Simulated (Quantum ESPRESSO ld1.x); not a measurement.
Results of a calculation; reference values are marked as such.
Question: The table gives one normalised radial function P(r) = r R(r) of Tc+ in [Kr] 4d3 5s1 5p2 (r in bohr). Level of theory: scalar-relativistic Kohn-Sham, exchange-only LDA, spin-polarised, spherical densities, point nucleus; open shells are filled with parallel spins first (spin-orbit coupling, left out, can overturn this in heavy ions) (ld1.x of Quantum ESPRESSO 7.5).

r	P
0.001167	0.0007
0.001557	0.0012
0.002076	0.0020
0.002769	0.0034
0.003723	0.0058
0.004966	0.0097
0.006623	0.0162
0.008834	0.0268
0.01178	0.0438
0.01571	0.0701
0.02113	0.1105
0.02818	0.1656
0.03758	0.2352
0.05013	0.3096
0.06686	0.3636
0.08917	0.3545
0.1199	0.2273
0.1599	-0.0304
0.2133	-0.3527
0.2844	-0.5641
0.3794	-0.4622
0.506	0.0061
0.6749	0.6272
0.9074	1.0352
1.21	0.9861
1.614	0.6291
2.153	0.2674
2.871	0.0716
3.83	0.0111
5.149	0.0008
6.867	0.0000
9.16	0.0000

Which n and l does it have? It may be an empty orbital.

Answer: n = 4, l = 1: the number of nodes gives n - l - 1 = 2, the rise at small r (about r^(l+1), flatter next to the nucleus through relativity) gives l, and the extent must fit the shell. The curve is that of 4p down; the table hardly tells the two spins apart. 4p down: eigenvalue -59.229 eV, 2 radial nodes at r = 0.155, 0.505 bohr, <r> = 1.14 bohr, 90 % of the charge inside 1.68 bohr.
